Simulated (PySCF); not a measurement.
GeF2, SMILES [F][Ge][F] (connectivity only; charge and spin as stated), neutral, multiplicity 1. Atoms are numbered in the order given.

```xyz
3

Ge     0.0000     0.0000     0.4177
F      0.0000    -1.3212    -0.7425
F      0.0000     1.3212    -0.7425
```

Geometry optimised at B3LYP-D3(BJ)/def2-TZVP. The isomer is the one that the SMILES or the coordinates give; other isomers of the formula were not compared.

Two levels are set side by side: PBE/pcSseg-2 (PySCF) and KT2/pcSseg-2 (PySCF). GIAO shifts against CFCl3 (¹⁹F), GeH4 (⁷³Ge) at the same level; non-relativistic, no solvent, atoms listed together averaged. Differences are taken from unrounded values.

```json
[
 {"quantity": "δ(⁷³Ge) of Ge1 (ppm)", "PBE": "330.7"},
 {"quantity": "δ(¹⁹F) of F2, F3 (ppm)", "PBE": "63.4"}
]
```

Question: These are the PBE values. What does KT2 give? (The exact figures need the calculation; the answer reports its results.)

Answer: 
```csv
quantity,KT2,PBE minus KT2
δ(⁷³Ge) of Ge1 (ppm),310.5,20.1
"δ(¹⁹F) of F2, F3 (ppm)",56.9,6.5
```

Rough cost on one machine, each run with all the roots and properties that it gave: KT2 against PBE within a factor of 2.
